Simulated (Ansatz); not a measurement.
Energy landscape of H2Se, singlet: map of symmetric stretch and bend. Scanned: Se-H bond length and H-Se-H angle.

Calculation: CCSD(T) on RHF/cc-pVDZ, cores with 3d frozen in Ansatz (an electronic-structure program).

Energy in mEh above the lowest grid point; x is the Se-H bond length (Å), y the H-Se-H angle (°).

```csv
y \ x,1.24,1.31,1.37,1.47,1.55,1.62,1.69,1.73,1.84,1.90,1.97
180,171.4,141.3,128.7,126.6,136.2,149.7,165.9,175.9,—,—,—
168.95,165.6,134.6,121.0,116.3,122.2,130.1,137.9,142.0,152.2,157.7,164.1
160.52,154.5,122.0,107.1,99.7,103.4,110.1,118.4,123.4,137.7,145.4,154.4
148.38,132.6,98.4,82.0,72.6,75.5,82.6,92.1,98.2,116.4,126.6,138.2
138.04,112.7,77.5,60.5,50.7,53.9,61.7,72.4,79.3,100.1,111.8,125.3
128.05,95.1,59.4,42.1,32.3,36.0,44.5,56.2,63.8,86.6,99.5,114.3
121.73,85.6,49.6,32.2,22.5,26.5,35.4,47.7,55.6,79.4,92.9,108.5
112.42,74.6,38.2,20.6,11.1,15.4,24.8,37.6,45.9,70.9,85.1,101.5
98.21,66.0,29.0,11.0,1.2,5.6,15.3,28.5,37.2,63.2,77.9,95.0
92.33,65.8,28.3,10.1,0.0,4.3,13.9,27.2,35.8,61.9,76.7,93.9
79.43,72.6,34.0,15.0,3.7,7.2,16.4,29.2,37.6,63.2,77.8,94.9
70,84.3,44.5,24.5,11.8,14.4,22.8,34.9,43.0,67.8,82.0,98.6
```

Points that lie below all their neighbours on the grid (none is named beside a point without a result): x = 1.47, y = 92.33 (0.0 mEh).

A dash means that the run gave no value there, or that the column was ended at a point which the program doubted or which failed a test of continuity chosen for this set; such a test can also cut sound points.
